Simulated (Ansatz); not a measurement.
A short molecular-dynamics run on `S[B]1[O][AlH]1`.

```yaml
crystal:
  periodic: [false, false, false]
  atoms:
    - {symbol: S, position_ang: [-0.747688, -0.098001, -2.110895]}
    - {symbol: B, position_ang: [-0.034787, -0.112630, -0.465908]}
    - {symbol: O, position_ang: [1.067887, -0.724212, 0.000189]}
    - {symbol: Al, position_ang: [0.425395, 0.119234, 1.445029]}
    - {symbol: H, position_ang: [-1.779817, 0.692146, -1.780443]}
    - {symbol: H, position_ang: [1.111112, 0.059563, 2.865827]}
basis:
  gaussian: {orbitals: "6-31G*"}
hamiltonian: {xc: {name: revPBE}, dispersion: d3bjatm}
md: {timestep: 2 fs, n_steps: 20, ensemble: nvt_nose_hoover, temperature: 500, initial_velocities: maxwell_boltzmann, seed: 982}
```

```sh
$ ansatz run in.yaml --threads 2 --pin off --events-out ev --progress --plain --max-ram 4352MiB
```

| step | time (fs) | potential energy (eV) | kinetic (eV) | T (K) | conserved (eV) |
| --- | --- | --- | --- | --- | --- |
| 0 | 0.0 | -20184.4857 | 0.2585 | 500 | -20184.2272 |
| 1 | 2.0 | -20184.4816 | 0.2580 | 499 | -20184.2235 |
| 2 | 4.0 | -20184.4786 | 0.2525 | 488 | -20184.2261 |
| 3 | 6.0 | -20184.4523 | 0.2276 | 440 | -20184.2246 |
| 4 | 8.0 | -20184.4177 | 0.1950 | 377 | -20184.2227 |
| 5 | 10.0 | -20184.3985 | 0.1728 | 334 | -20184.2258 |
| 6 | 12.0 | -20184.3538 | 0.1280 | 248 | -20184.2260 |
| 7 | 14.0 | -20184.2881 | 0.0686 | 133 | -20184.2198 |
| 8 | 16.0 | -20184.2775 | 0.0548 | 106 | -20184.2231 |
| 9 | 18.0 | -20184.2869 | 0.0628 | 121 | -20184.2246 |
| 10 | 20.0 | -20184.2906 | 0.0688 | 133 | -20184.2226 |
| 11 | 22.0 | -20184.3125 | 0.0895 | 173 | -20184.2239 |
| 12 | 24.0 | -20184.3346 | 0.1112 | 215 | -20184.2248 |
| 13 | 26.0 | -20184.3528 | 0.1337 | 259 | -20184.2210 |
| 14 | 28.0 | -20184.4081 | 0.1855 | 359 | -20184.2253 |
| 15 | 30.0 | -20184.4499 | 0.2280 | 441 | -20184.2256 |
| 16 | 32.0 | -20184.4678 | 0.2502 | 484 | -20184.2226 |
| 17 | 34.0 | -20184.4987 | 0.2796 | 541 | -20184.2255 |
| 18 | 36.0 | -20184.5033 | 0.2831 | 547 | -20184.2281 |
| 19 | 38.0 | -20184.4535 | 0.2399 | 464 | -20184.2229 |
| 20 | 40.0 | -20184.4133 | 0.1994 | 386 | -20184.2243 |

Velocities are drawn at the set temperature; a run this short doesn't reach equilibrium.

Frames (Å, forces in eV/Å):

```xyz
6
time=0.0 fs
S    -0.748   -0.098   -2.111    0.112   -0.226   -0.529
B    -0.035   -0.113   -0.466   -0.504    0.314   -0.092
O     1.068   -0.724    0.000    1.037   -0.812   -0.393
Al    0.425    0.119    1.445   -0.476    0.522    0.708
H    -1.780    0.692   -1.780   -0.345    0.252    0.067
H     1.111    0.060    2.866    0.175   -0.050    0.239
6
time=2.0 fs
S    -0.751   -0.096   -2.113    0.602   -0.548   -0.435
B    -0.032   -0.123   -0.456   -0.737    0.417   -0.507
O     1.076   -0.731   -0.016    1.075   -0.722    0.102
Al    0.424    0.124    1.451   -0.232    0.344    0.827
H    -1.757    0.698   -1.789   -0.762    0.574    0.208
H     1.051    0.088    2.937    0.054   -0.065   -0.196
6
time=4.0 fs
S    -0.753   -0.095   -2.116    0.228   -0.206   -0.115
B    -0.031   -0.131   -0.447   -0.708    0.398   -0.734
O     1.087   -0.740   -0.031    0.871   -0.507    0.472
Al    0.423    0.130    1.458   -0.049    0.168    0.848
H    -1.763    0.726   -1.789   -0.333    0.229    0.076
H     0.993    0.113    3.001   -0.009   -0.083   -0.547
6
time=6.0 fs
S    -0.755   -0.094   -2.119   -0.397    0.345    0.227
B    -0.033   -0.139   -0.442   -0.425    0.270   -0.764
O     1.100   -0.750   -0.045    0.448   -0.185    0.718
Al    0.422    0.135    1.466    0.037   -0.003    0.646
H    -1.782    0.763   -1.786    0.328   -0.328   -0.132
H     0.934    0.136    3.043    0.009   -0.099   -0.694
6
time=8.0 fs
S    -0.758   -0.093   -2.122   -0.636    0.578    0.398
B    -0.037   -0.145   -0.439    0.012    0.087   -0.650
O     1.114   -0.760   -0.058   -0.090    0.179    0.872
Al    0.420    0.141    1.475    0.030   -0.165    0.201
H    -1.788    0.788   -1.789    0.590   -0.569   -0.212
H     0.876    0.154    3.060    0.094   -0.110   -0.608
6
time=10.0 fs
S    -0.762   -0.091   -2.124   -0.359    0.361    0.366
B    -0.041   -0.151   -0.438    0.473   -0.089   -0.467
O     1.128   -0.770   -0.069   -0.618    0.516    0.969
Al    0.419    0.146    1.484   -0.050   -0.312   -0.450
H    -1.772    0.790   -1.799    0.329   -0.362   -0.122
H     0.822    0.168    3.052    0.225   -0.114   -0.297
6
time=12.0 fs
S    -0.765   -0.089   -2.126    0.305   -0.212    0.189
B    -0.043   -0.157   -0.439    0.847   -0.212   -0.282
O     1.141   -0.779   -0.077   -1.037    0.771    1.029
Al    0.418    0.151    1.493   -0.166   -0.432   -1.190
H    -1.743    0.779   -1.815   -0.316    0.196    0.096
H     0.776    0.179    3.034    0.367   -0.111    0.157
6
time=14.0 fs
S    -0.769   -0.087   -2.128    0.762   -0.621    0.065
B    -0.041   -0.164   -0.441    1.065   -0.257   -0.143
O     1.151   -0.786   -0.083   -1.295    0.918    1.059
Al    0.416    0.155    1.500   -0.258   -0.513   -1.754
H    -1.726    0.775   -1.826   -0.741    0.580    0.253
H     0.744    0.184    3.021    0.468   -0.107    0.520
6
time=16.0 fs
S    -0.771   -0.085   -2.129    0.429   -0.322    0.181
B    -0.037   -0.172   -0.444    1.096   -0.220   -0.078
O     1.157   -0.791   -0.086   -1.367    0.947    1.064
Al    0.414    0.159    1.505   -0.273   -0.543   -1.856
H    -1.738    0.793   -1.828   -0.363    0.250    0.167
H     0.730    0.186    3.029    0.478   -0.112    0.523
6
time=18.0 fs
S    -0.774   -0.084   -2.131   -0.175    0.232    0.384
B    -0.028   -0.181   -0.446    0.939   -0.108   -0.102
O     1.161   -0.793   -0.086   -1.254    0.865    1.054
Al    0.412    0.162    1.507   -0.213   -0.527   -1.498
H    -1.764    0.821   -1.824    0.298   -0.341   -0.002
H     0.734    0.183    3.056    0.405   -0.122    0.164
6
time=20.0 fs
S    -0.776   -0.083   -2.132   -0.418    0.464    0.484
B    -0.016   -0.190   -0.450    0.610    0.069   -0.209
O     1.161   -0.794   -0.084   -0.965    0.683    1.045
Al    0.409    0.164    1.506   -0.130   -0.479   -0.966
H    -1.778    0.836   -1.819    0.602   -0.608   -0.063
H     0.754    0.176    3.090    0.301   -0.129   -0.291
6
time=22.0 fs
S    -0.779   -0.081   -2.132   -0.152    0.232    0.429
B    -0.001   -0.199   -0.454    0.145    0.300   -0.369
O     1.160   -0.792   -0.080   -0.532    0.421    1.046
Al    0.406    0.165    1.505   -0.066   -0.418   -0.525
H    -1.769    0.828   -1.817    0.396   -0.407    0.030
H     0.785    0.164    3.113    0.209   -0.128   -0.611
6
time=24.0 fs
S    -0.782   -0.079   -2.132    0.513   -0.365    0.232
B     0.014   -0.207   -0.459   -0.378    0.552   -0.530
O     1.156   -0.790   -0.073   -0.028    0.121    1.053
Al    0.403    0.166    1.502   -0.043   -0.353   -0.287
H    -1.745    0.804   -1.814   -0.216    0.166    0.250
H     0.825    0.147    3.112    0.152   -0.121   -0.718
6
time=26.0 fs
S    -0.784   -0.077   -2.131    0.998   -0.801    0.054
B     0.027   -0.213   -0.466   -0.826    0.769   -0.621
O     1.153   -0.787   -0.063    0.421   -0.149    1.037
Al    0.400    0.166    1.500   -0.068   -0.294   -0.282
H    -1.729    0.786   -1.801   -0.667    0.586    0.418
H     0.870    0.125    3.084    0.143   -0.112   -0.607
6
time=28.0 fs
S    -0.785   -0.077   -2.131    0.663   -0.497    0.126
B     0.038   -0.216   -0.475   -1.043    0.872   -0.573
O     1.151   -0.785   -0.051    0.658   -0.306    0.951
Al    0.397    0.166    1.496   -0.141   -0.243   -0.488
H    -1.739    0.791   -1.772   -0.328    0.279    0.290
H     0.921    0.099    3.032    0.190   -0.104   -0.307
6
time=30.0 fs
S    -0.785   -0.077   -2.130   -0.017    0.107    0.323
B     0.045   -0.216   -0.487   -0.933    0.808   -0.356
O     1.150   -0.783   -0.037    0.590   -0.302    0.748
Al    0.394    0.166    1.493   -0.241   -0.199   -0.789
H    -1.761    0.807   -1.732    0.324   -0.314   -0.006
H     0.980    0.069    2.968    0.277   -0.101    0.080
6
time=32.0 fs
S    -0.786   -0.076   -2.129   -0.377    0.409    0.398
B     0.049   -0.214   -0.500   -0.534    0.587   -0.007
O     1.151   -0.783   -0.021    0.253   -0.154    0.421
Al    0.390    0.165    1.487   -0.293   -0.164   -0.950
H    -1.771    0.810   -1.692    0.623   -0.588   -0.207
H     1.049    0.034    2.908    0.328   -0.090    0.344
6
time=34.0 fs
S    -0.787   -0.076   -2.127   -0.246    0.264    0.256
B     0.051   -0.209   -0.512    0.005    0.276    0.391
O     1.153   -0.782   -0.003   -0.206    0.058    0.010
Al    0.386    0.164    1.481   -0.193   -0.152   -0.768
H    -1.757    0.791   -1.660    0.405   -0.400   -0.199
H     1.131   -0.003    2.860    0.235   -0.045    0.311
6
time=36.0 fs
S    -0.788   -0.075   -2.125    0.290   -0.233   -0.092
B     0.052   -0.203   -0.524    0.511   -0.039    0.740
O     1.154   -0.782    0.014   -0.615    0.242   -0.425
Al    0.381    0.163    1.473    0.060   -0.162   -0.302
H    -1.727    0.757   -1.636   -0.229    0.150    0.026
H     1.222   -0.043    2.825   -0.017    0.043    0.053
6
time=38.0 fs
S    -0.789   -0.074   -2.124    0.715   -0.614   -0.385
B     0.056   -0.197   -0.533    0.845   -0.281    0.962
O     1.153   -0.780    0.030   -0.857    0.331   -0.827
Al    0.377    0.161    1.465    0.348   -0.161    0.228
H    -1.707    0.728   -1.610   -0.737    0.579    0.230
H     1.312   -0.081    2.791   -0.314    0.147   -0.208
6
time=40.0 fs
S    -0.789   -0.074   -2.122    0.408   -0.340   -0.228
B     0.063   -0.192   -0.538    0.928   -0.402    1.009
O     1.150   -0.778    0.045   -0.877    0.291   -1.162
Al    0.373    0.160    1.458    0.547   -0.114    0.675
H    -1.714    0.722   -1.576   -0.467    0.334    0.034
H     1.391   -0.113    2.749   -0.539    0.231   -0.328
```

Run time 7.5 s (2 threads of an AMD EPYC 9R45 on a shared host); peak host memory 0.34 GiB.
